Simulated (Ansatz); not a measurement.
Frontier orbitals of AlCl3H2O, SMILES `[OH2+][Al-]([Cl])([Cl])[Cl]`.

Charge 0, multiplicity 1. The structure was optimised at the PBE0-D4/def2-TZVP level. It is one conformer, not always the lowest. Basis def2-TZVPP, Ansatz.

| functional | HOMO (eV) | LUMO (eV) |
| --- | --- | --- |
| ωB97M-V | -10.94 | 0.69 |

Question: Give HOMO and LUMO (eV) with LDA (SPW92), PBE, revPBE, BLYP, r2SCAN, B97M-V, PBE0, B3LYP, r2SCANh, r2SCAN0, HSE06 (plane-wave form), BHLYP, CAM-B3LYP, LC-ωPBE, ωB97X-V, HF. (Estimate.)

Answer: The calculation gave: 
```json
{"functional": "LDA (SPW92)", "HOMO": "-7.44", "LUMO": "-1.91"}
{"functional": "PBE", "HOMO": "-7.29", "LUMO": "-1.74"}
{"functional": "revPBE", "HOMO": "-7.23", "LUMO": "-1.65"}
{"functional": "BLYP", "HOMO": "-7.10", "LUMO": "-1.78"}
{"functional": "r2SCAN", "HOMO": "-7.66", "LUMO": "-1.10"}
{"functional": "B97M-V", "HOMO": "-7.73", "LUMO": "-1.47"}
{"functional": "PBE0", "HOMO": "-8.70", "LUMO": "-0.85"}
{"functional": "B3LYP", "HOMO": "-8.40", "LUMO": "-1.24"}
{"functional": "r2SCANh", "HOMO": "-8.17", "LUMO": "-0.83"}
{"functional": "r2SCAN0", "HOMO": "-8.95", "LUMO": "-0.44"}
{"functional": "HSE06 (plane-wave form)", "HOMO": "-8.30", "LUMO": "-1.22"}
{"functional": "BHLYP", "HOMO": "-9.94", "LUMO": "-0.19"}
{"functional": "CAM-B3LYP", "HOMO": "-10.05", "LUMO": "-0.07"}
{"functional": "LC-ωPBE", "HOMO": "-11.52", "LUMO": "1.32"}
{"functional": "ωB97X-V", "HOMO": "-11.12", "LUMO": "1.09"}
{"functional": "HF", "HOMO": "-11.98", "LUMO": "1.99"}
```

B3LYP here is the variant with VWN-RPA as its local correlation; programs differ in this. LC-ωPBE has ω = 0.4 bohr⁻¹. Positive LUMOs are unbound and depend on the basis.
